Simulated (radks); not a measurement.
Values are calculated unless marked as measured or tabulated.
S1.5+, 14.5 electrons, occupied as [Ne] 3p(up 2, down 2) 3s(up 0.5, down 0) (fractional occupations, a model configuration). Code: a radial shooting solver on a logarithmic mesh with Libxc functionals. Model: scalar-relativistic Kohn-Sham, r2SCAN, spin-polarised, spherical densities, finite nucleus; meta-GGA in the generalised Kohn-Sham scheme; Fermi nuclear charge, rms radius 3.2611 fm.

Radial electron density D(r) = 4 pi r^2 rho(r):

```
   r/bohr * D(r) (the largest magnitude, 18.2, reaches the edge; | marks zero)
 0.005056 | *
 0.006428 |   *
 0.008237 |    *
  0.01047 |       *
  0.01331 |           *
  0.01692 |                *
  0.02151 |                       *
  0.02735 |                               *
  0.03477 |                                        *
   0.0442 |                                                *
  0.05664 |                                                     *
    0.072 |                                                      *
  0.09153 |                                                 *
   0.1164 |                                          *
   0.1479 |                                    *
    0.188 |                                     *
    0.239 |                                            *
   0.3039 |                                                   *
   0.3894 |                                                  *
    0.495 |                                       *
   0.6293 |                      *
      0.8 |           *
    1.017 |       *
    1.293 |        *
    1.644 |        *
    2.089 |     *
    2.677 |  *
    3.404 |*
    4.327 *
    5.501 *
```

D(r) has 3 maxima, at r = 0.0659, 0.340, 1.46 bohr, and minima at 0.164, 1.04 bohr, inside which lie 2.19, 10.38 electrons.
